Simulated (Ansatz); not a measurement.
```yaml
crystal:
  periodic: [false, false, false]
  atoms:
    - {symbol: C, position_ang: [-0.101271, -1.918051, 0.033197]}
    - {symbol: N, position_ang: [0.078449, -0.583280, 0.560872]}
    - {symbol: C, position_ang: [-0.035984, 0.435989, -0.444949]}
    - {symbol: C, position_ang: [0.282085, 1.797344, 0.122962]}
    - {symbol: F, position_ang: [1.539701, 1.898668, 0.551592]}
    - {symbol: F, position_ang: [0.093879, 2.746938, -0.803986]}
    - {symbol: F, position_ang: [-0.518493, 2.091099, 1.162286]}
    - {symbol: H, position_ang: [0.710931, -2.149064, -0.661256]}
    - {symbol: H, position_ang: [-1.053073, -2.064724, -0.502934]}
    - {symbol: H, position_ang: [-0.052678, -2.640511, 0.849013]}
    - {symbol: H, position_ang: [-0.582505, -0.406919, 1.306446]}
    - {symbol: H, position_ang: [0.689231, 0.246410, -1.241224]}
    - {symbol: H, position_ang: [-1.029872, 0.511502, -0.917321]}
basis:
  gaussian: {orbitals: def2-TZVP}
hamiltonian: {xc: {name: HF}}
correlation: {active_space: {window: {electrons: 6, orbitals: 2}}}
```

```sh
$ ansatz run in.yaml --threads 2 --pin off --events-out ev --progress --plain --max-ram 20480MiB --backend cpu
```

Output, abridged:

```
Functional definition: HF
1736 factors; integrals over basis functions are off by at most 1.0e-3 eV
mean field evaluation 1: about -12785.8849 eV, gradient 5.0e1 eV
mean field evaluation 2: about -12786.1584 eV, gradient 5.0e1 eV
mean field evaluation 4: about -12791.1241 eV, gradient 4.6e0 eV
mean field evaluation 8: about -12791.1953 eV, gradient 2.7e-1 eV
mean field -12791.19556466 eV, -470.0677668176 hartree, gradient 2.6e-6 eV, S^2 0.000000; 0 other end points of the search recorded, 0 dependent functions left out
reference -12791.19556466 eV, -470.0677668176 hartree; 29, 29 occupied and 224, 224 virtual orbitals, 1736 factors
Error: 6 electrons in 2 orbitals form no window around the highest filled level of the reference
```

Q: Something in this input is off. What?

A: The active space doesn't fit the electrons. The run stopped with an error.
